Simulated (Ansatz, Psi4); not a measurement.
Ansatz (a program for electronic structure) was given this input:
Ansatz 0.2 input:
```yaml
crystal:
  periodic: [false, false, false]
  atoms:
    - {symbol: C, position_ang: [1.83324331, 0.13638099, 0.35090210]}
    - {symbol: C, position_ang: [0.42691443, 0.30654220, -0.21207806]}
    - {symbol: O, position_ang: [-0.28124422, 1.34971891, 0.43155499]}
    - {symbol: C, position_ang: [-0.38814764, -0.99223231, -0.10847029]}
    - {symbol: O, position_ang: [-1.67642873, -0.82208827, -0.63781928]}
    - {symbol: H, position_ang: [2.36667096, 1.08275455, 0.30757844]}
    - {symbol: H, position_ang: [1.78849069, -0.19345144, 1.38820166]}
    - {symbol: H, position_ang: [2.38133734, -0.60316406, -0.22521041]}
    - {symbol: H, position_ang: [0.47213216, 0.61355869, -1.26229834]}
    - {symbol: H, position_ang: [-0.25594914, 1.19385292, 1.38370519]}
    - {symbol: H, position_ang: [0.09000513, -1.79465989, -0.67338889]}
    - {symbol: H, position_ang: [-0.44945832, -1.29548663, 0.95090902]}
    - {symbol: H, position_ang: [-1.96390590, 0.07140544, -0.40150486]}
basis:
  gaussian:
    orbitals: STO-3G
hamiltonian:
  xc: {name: wB97X}
accuracy: high
```

**Question.** Give the equivalent Psi4 input.

**Answer.** One answer among several that fit: 
```
memory 2 GB

molecule mol {
0 1
C     1.833243    0.136381    0.350902
C     0.426914    0.306542   -0.212078
O    -0.281244    1.349719    0.431555
C    -0.388148   -0.992232   -0.108470
O    -1.676429   -0.822088   -0.637819
H     2.366671    1.082755    0.307578
H     1.788491   -0.193451    1.388202
H     2.381337   -0.603164   -0.225210
H     0.472132    0.613559   -1.262298
H    -0.255949    1.193853    1.383705
H     0.090005   -1.794660   -0.673389
H    -0.449458   -1.295487    0.950909
H    -1.963906    0.071405   -0.401505
}

set {
  basis sto-3g
  reference rks
  scf_type pk
  puream true
  d_convergence 1e-8
  dft_radial_points 99
  dft_spherical_points 590
}

energy('wb97x')
print_variables()
```

Both were run: Ansatz gave -265.997994 Eh and Psi4 -265.997994 Eh, 0.000 mEh apart.
